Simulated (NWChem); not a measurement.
System: CH5BOS; SMILES CB(O)S

Input file for NWChem:

```
start job
memory heap 200 mb stack 900 mb global 1100 mb
geometry units angstroms noautoz
  B     -0.093245    -0.414497    -0.003967
  C      1.153823    -1.385270    -0.000887
  H      1.090056    -2.110707    -0.824013
  H      1.184212    -1.967291     0.931258
  H      2.113077    -0.866769    -0.092104
  O     -1.386154    -0.856471     0.000080
  H     -1.437573    -1.824476    -0.000509
  S      0.171805     1.395775    -0.002419
  H     -1.128833     1.760825     0.008958
end
basis spherical
  B library def2-tzvp
  C library def2-tzvp
  H library def2-tzvp
  O library def2-tzvp
  S library def2-tzvp
end
dft
  xc hfexch
  iterations 150
  mulliken
end
task dft energy
```

Output (shortened):

```
             Northwest Computational Chemistry Package (NWChem) 7.3.0
             --------------------------------------------------------

 C1  symmetry detected

                             Geometry "geometry" -> ""
                             -------------------------

 Output coordinates in angstroms (scale by  1.889725989 to convert to a.u.)

  No.       Tag          Charge          X              Y              Z
 ---- ---------------- ---------- -------------- -------------- --------------
    1 B                    5.0000    -0.07564752    -0.41990372    -0.00325562
    2 C                    6.0000     1.20768890    -1.34219792    -0.00020000
    3 H                    1.0000     1.17209086    -2.06905756    -0.82377108
    4 H                    1.0000     1.25997067    -1.92317961     0.93162248
    5 H                    1.0000     2.14641500    -0.78727999    -0.09070680
    6 O                    8.0000    -1.35067961    -0.91107962    -0.00001782
    7 H                    1.0000    -1.36498167    -1.88034327    -0.00118657
    8 S                   16.0000     0.11986572     1.39919107    -0.00055099
    9 H                    1.0000    -1.19380534     1.71414638     0.01047844

 Effective nuclear repulsion energy (a.u.)     145.2279313831

  xc_inp: hfexch multiplicative factor not found.

                                 NWChem DFT Module
                                 -----------------

 Summary of "ao basis" -> "ao basis" (spherical)
 ------------------------------------------------------------------------------
       Tag                 Description            Shells   Functions and Types
 ---------------- ------------------------------  ------  ---------------------
 B                         def2-tzvp                11       31   5s3p2d1f
 C                         def2-tzvp                11       31   5s3p2d1f
 H                         def2-tzvp                 4        6   3s1p
 O                         def2-tzvp                11       31   5s3p2d1f
 S                         def2-tzvp                13       37   5s5p2d1f

            General Information
            -------------------
          SCF calculation type: DFT
          Wavefunction type:  closed shell.
          No. of atoms     :     9
          No. of electrons :    40
           Alpha electrons :    20
            Beta electrons :    20
          Charge           :     0
          Spin multiplicity:     1
          Use of symmetry is: off; symmetry adaption is: off
          Maximum number of iterations: 150
          AO basis - number of functions:   160
                     number of shells:    66
          Convergence on energy requested:  1.00D-06
          Convergence on density requested:  1.00D-05
          Convergence on gradient requested:  5.00D-04

              XC Information
              --------------
                     Hartree-Fock (Exact) Exchange  1.000

      Superposition of Atomic Density Guess
      -------------------------------------

 Sum of atomic energies:        -536.96889564

      Non-variational initial energy
      ------------------------------

 Total energy =    -538.787492
 1-e energy   =   -1025.876058
 2-e energy   =     341.860635
 HOMO         =      -0.340159
 LUMO         =       0.050619

     ---------------------------------------------
      Total Density - Mulliken Population Analysis
     ---------------------------------------------

    Atom       Charge   Shell Charges
 -----------   ------   -------------------------------------------------------
    1 B    5     4.42   0.92  1.06  0.52  0.44  0.04  0.71  0.47  0.05  0.07  0.12  0.03
    2 C    6     6.72   0.86  1.12  0.56  0.69  0.12  1.32  1.53  0.50  0.01  0.02  0.00
    3 H    1     0.81   0.23  0.43  0.13  0.02
    4 H    1     0.81   0.23  0.43  0.12  0.02
    5 H    1     0.82   0.24  0.43  0.12  0.02
    6 O    8     8.72   0.79  1.18  0.60  0.93  0.24  2.01  2.16  0.79  0.00  0.01  0.00
    7 H    1     0.55   0.19  0.26  0.06  0.04
    8 S   16    16.41   2.01  0.49  1.48  1.07  0.76  4.18  1.69  0.92  2.48  1.27  0.02  0.04  0.00
    9 H    1     0.75   0.19  0.40  0.14  0.02

   convergence    iter        energy       DeltaE   RMS-Dens  Diis-err
 ---------------- ----- ----------------- --------- --------- ---------
 d= 0,ls=0.0,diis     1   -537.9506715630 -6.83D+02  2.86D-03  5.01D-01
 d= 0,ls=0.0,diis     2   -538.0089998404 -5.83D-02  8.92D-04  1.29D-01
 d= 0,ls=0.0,diis     3   -538.0204992918 -1.15D-02  4.47D-04  7.76D-03
 d= 0,ls=0.0,diis     4   -538.0219013933 -1.40D-03  1.39D-04  4.65D-04
 d= 0,ls=0.0,diis     5   -538.0220136218 -1.12D-04  4.82D-05  3.82D-05
  Resetting Diis
 d= 0,ls=0.0,diis     6   -538.0220252028 -1.16D-05  1.47D-05  2.59D-06
 d= 0,ls=0.0,diis     7   -538.0220262247 -1.02D-06  2.78D-06  1.95D-07
 d= 0,ls=0.0,diis     8   -538.0220262962 -7.16D-08  1.70D-06  4.34D-08

         Total DFT energy =     -538.022026296238
      One electron energy =    -1029.629457329333
           Coulomb energy =      390.596775553274
    Exchange-Corr. energy =      -44.217275903258
 Nuclear repulsion energy =      145.227931383080

 Numeric. integr. density =        0.000000000000

                       DFT Final Molecular Orbital Analysis
                       ------------------------------------

 Vector   18  Occ=2.000000D+00  E=-4.894889D-01
              MO Center=  2.3D-01,  3.1D-01,  2.0D-03, r^2= 3.6D+00
   Bfn.  Coefficient  Atom+Function         Bfn.  Coefficient  Atom+Function
  ----- ------------  ---------------      ----- ------------  ---------------
   132      0.289792  8 S  px               121      0.208558  8 S  s
   122      0.189883  8 S  s                156     -0.186734  9 H  s
     6     -0.154712  1 B  px                37      0.150492  2 C  px
    38     -0.148499  2 C  py               120     -0.138288  8 S  s
   135      0.137431  8 S  px               129      0.134845  8 S  px

[...]
```

Level: Hartree-Fock/def2-TZVP. Structure relaxed at the B3LYP/6-31G* (spherical d) level.
